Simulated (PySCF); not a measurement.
## A small calculation by hand: oscillator strength and radiative lifetime

FGeH5OSi, SMILES F[SiH2][O][GeH3].

Geometry: PBE0-D3(BJ)/def2-SVP. This is a generated structure with no PubChem entry under its InChIKey; it may be hypothetical. The values are those of a single conformer.

TDA-PBE/def2-SVPD (PySCF) puts the first singlet state with f over 0.02 at 6.82 eV (vertical), with the transition dipole (0.000, 0.389, -0.153) in atomic units.

Question: Find the oscillator strength, the wavelength and the radiative lifetime that this transition would have in vacuum if emission retraced absorption.

Answer: 
|μ|² = 0.1747 au, so |μ| = 1.06 D. ΔE = 6.82/27.211 = 0.2506 hartree. f = (2/3) ΔE |μ|² = 0.029 (the program prints 0.029).
λ = 1239.84/6.82 = 182 nm; ν = 55007 cm⁻¹.
Einstein's coefficient A = 0.6670 ν² f s⁻¹ (ν in cm⁻¹) = 5.9e7 s⁻¹, so τ = 1/A = 17 ns. This state is S3; the lower singlets have f = 0.005, 0.010. The figure is the radiative limit of this one transition; relaxation, internal conversion, crossing to triplets and a medium change what is measured.
